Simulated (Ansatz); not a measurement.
Si(NMe2)Cl3 (C₂H₆Cl₃NSi), relaxed as a singlet with RKS r2SCAN-D4/def2-SVP in Ansatz, starting from the GFN2-xTB geometry. Force threshold 0.02 eV/Å.

Another isomer (singlet) lies 0.37 eV lower at PBE0-D4/def2-TZVP; other spin states weren't run for this one.

Start:

Cartesian coordinates in Å:
```
C 0.6163 1.1631 -0.7169
C 1.1207 -0.9229 0.3570
Cl -2.4821 1.5861 0.4951
Cl -1.7678 -1.2494 2.0594
Cl -2.4601 -1.2544 -1.1435
N 0.1067 0.0832 0.1060
Si -1.5648 -0.2026 0.3479
H 1.4887 1.6045 -0.2310
H -0.1399 1.9314 -0.8436
H 0.9157 0.7970 -1.7032
H 0.7348 -1.6925 1.0186
H 1.4472 -1.3909 -0.5764
H 1.9848 -0.4527 0.8306
```

Question: Estimate the energy that the relaxation releases and the steps that it takes.

Answer: 0.08 eV, in 5 steps; 15 s on 4 threads of Arm Neoverse V2 on a shared host. No frequencies were taken in this run, so the end may be a saddle point.

Question: Does the start keep its bonding?

Answer: By distances, no bond broke or formed. The bond that changes most is Cl3–Si7, from 2.02 to 2.06 Å (atoms count from 1).

Question: Predict the relaxed structure.

Answer: 
```xyz
13

C     0.6144    1.1755   -0.7307
C     1.1241   -0.9387    0.3606
Cl   -2.5222    1.6041    0.5147
Cl   -1.7997   -1.2677    2.0877
Cl   -2.4613   -1.2562   -1.1526
N     0.1268    0.0880    0.1024
Si   -1.5343   -0.1910    0.3569
H     1.4860    1.6572   -0.2516
H    -0.1604    1.9426   -0.8656
H     0.9303    0.8190   -1.7304
H     0.7221   -1.7168    1.0243
H     1.4695   -1.4220   -0.5740
H     2.0048   -0.4941    0.8584
```
Bond lengths: 3 × Cl–Si 2.06 to 2.07 Å; 2 × C–N 1.45 Å; 1 × N–Si 1.70 Å; 6 × C–H 1.10 to 1.11 Å.
